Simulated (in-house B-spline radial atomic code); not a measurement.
Ionisation energies with and without relativity, with size and susceptibility from the Dirac run. Dirac energy differences include first-order Breit, QED and recoil terms. NIST's values go from ground level to ground level; the uncertainty of those that are theory runs from under 0.1 % in few-electron ions to several per cent in heavy many-electron ones. Computed with an all-electron radial atomic-structure program (B-spline basis): non-relativistic Hartree-Fock and Dirac-Hartree-Fock, averages of the configuration (point nuclei without relativity, finite nuclei with it).

```tsv
ion	configuration	configuration after	ionisation non-relativistic (eV)	ionisation Dirac Breit and QED (eV)	tabulated value (eV)	tabulated kind	radius at density 0.001 (bohr)	diamagnetic susceptibility (10⁻⁶ cm³/mol)
In4+	[Kr] 4d9	[Kr] 4d8	73.53	72.64	69.3	semi-empirical	2.785	-17.961
Sn4+	[Kr] 4d10	[Kr] 4d9	?	?	?	measured	?	?
Sb4+	[Kr] 4d10 5s1	[Kr] 4d10	51.58	53.40	55	semi-empirical	3.161	-19.709
Te4+	[Kr] 4d10 5s2	[Kr] 4d10 5s1	54.29	56.21	59.3	measured	3.284	-21.228
I4+	[Kr] 4d10 5s2 5p1	[Kr] 4d10 5s2	?	?	?	measured	?	?
Xe4+	[Kr] 4d10 5s2 5p2	[Kr] 4d10 5s2 5p1	52.27	52.67	54.1	semi-empirical	3.452	-24.607
```

(1) Fill in the row of Sn4+.

(2) Fill in the row of I4+.

## Answers

(1) ionisation non-relativistic (eV): 76.45; ionisation Dirac Breit and QED (eV): 75.52; tabulated value (eV): 77.03; radius at density 0.001 (bohr): 2.741; diamagnetic susceptibility (10⁻⁶ cm³/mol): -17.831.

(2) ionisation non-relativistic (eV): 49.16; ionisation Dirac Breit and QED (eV): 49.53; tabulated value (eV): 51.52; radius at density 0.001 (bohr): 3.42; diamagnetic susceptibility (10⁻⁶ cm³/mol): -23.14.
